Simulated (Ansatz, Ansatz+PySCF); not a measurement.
```yaml
atoms:
  - { symbol: C, position_ang: [-0.3493, 0.4022, -0.1921] }
  - { symbol: H, position_ang: [-0.1117, 1.4896, -0.1210] }
  - { symbol: O, position_ang: [0.3104, -0.4750, 0.1599] }
```

Basis set: def2-SVP (spherical functions). Correlated methods keep 2 orbitals frozen. Charge 0, multiplicity 2.

Computed with Ansatz (development build ahead of 0.2.0); each method stands on the lowest determinant of its kind that the runs found.

(1) Give the atomization energy at this shape (free ground-state atoms in the same class of orbitals less the molecule, no zero-point energy) of doublet CHO by UHF-MP2, UHF.

Answers

(1)

| method | atomization energy |
| --- | --- |
| UHF-MP2 | 1144.2 kJ/mol |
| UHF | 776.0 kJ/mol |
